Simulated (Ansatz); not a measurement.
A structure relaxed at B3LYP-D4/def2-TZVP in Ansatz, charge 1, doublet:

```tsv
atom	x (Å)	y (Å)	z (Å)
Ag1	-0.697	-2.208	3.840
Ag2	-0.579	-0.366	1.742
Ag3	0.088	0.691	-0.893
H4	1.156	0.180	-2.504
H5	0.681	0.708	-2.803
H6	-0.648	0.995	0.618
```

Problem. Give its formula.

Solution. the cluster Ag₃H₃⁺.

Problem. Summarise the bond lengths by kind (pairs closer than 1.2 times the sum of covalent radii, bridged metal pairs left out).

Solution. 1 × Ag–Ag 2.79 Å; 4 × Ag–H 1.71 to 2.00 Å.

In the def2 sets Ag takes a core potential; there is no spin–orbit coupling. In the doublet, H4 and H5 lie 0.77 Å apart (atoms count from 1), so H2 has formed as a molecule. The relaxation made no stability test and no search for a lower SCF solution. No other spin state of charge 1 was run. The structure comes from a short search, and lower isomers may exist.
